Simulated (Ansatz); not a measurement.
Two isomers of C8H10: A = `Cc1ccc(C)cc1`, B = `C=CC(=C)C(=C)C=C`.

Calculated with Ansatz (gas phase, PBE0-D4/def2-TZVP geometries, no zero-point term in ΔE). CCSD(T)/CBS is the MP2 limit (def2-TZVPP, def2-QZVPP) plus CCSD(T) − MP2 in def2-TZVPP, frozen cores. DFT in def2-TZVPP. B3LYP here is the variant with VWN-RPA as its local correlation; programs differ in this. Each species was taken in one conformer, which may not be the lowest.

(1) Which isomer does CCSD(T)/CBS put lower? Give the gap. (Estimate.)

(2) Give E(B) − E(A) in kcal/mol with HF/def2-TZVPP, BLYP-D4, B3LYP-D4, MP2/def2-TZVPP, B2PLYP, LDA (SPW92), CCSD(T)/def2-TZVPP. (Estimate.)

Largest T1 diagnostic: 0.011.

Results:

(1) Ansatz gave: A, by 55.5 kcal/mol.

(2) Ansatz gave: HF/def2-TZVPP 55.1, BLYP-D4 52.1, B3LYP-D4 56.1, MP2/def2-TZVPP 63.7, B2PLYP 58.3, LDA (SPW92) 67.6, CCSD(T)/def2-TZVPP 55.3. None reverses the order clearly.

From PBE to PBE0 (25 % exact exchange), in def2-TZVPP and without D4, E(B) − E(A) moves by +3.9 kcal/mol. Leaving LDA and LC-ωPBE aside and taking each functional with its dispersion term where it has one, the values, not all of them listed here, spread over 13.6 kcal/mol, from BLYP-D4 to PBE-QIDH. LDA lies +7.6 kcal/mol from PBE without D4.
